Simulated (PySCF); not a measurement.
Vertical excitations of a molecule C₃H₉FOSi from TDA-M06-2X/def2-SVPD (PySCF 2.14.0), as energy in eV (oscillator strength): 7.18 (0.004), 7.63 (0.020), 7.99 (0.004), 8.21 (0.024), 8.41 (0.004), 8.46 (0.044). Lowest triplet (TDA): 6.78 eV. The structure is a stationary point at r2SCAN-D4/def2-SVP. The values are those of a single conformer.

**Question.** Which structure fits?
A) COCC[SiH2]F
B) CCO[SiH2]CF
C) CO[Si@@H](C)CF
D) CC[Si@H](F)OC

**Answer.** C, CO[Si@@H](C)CF
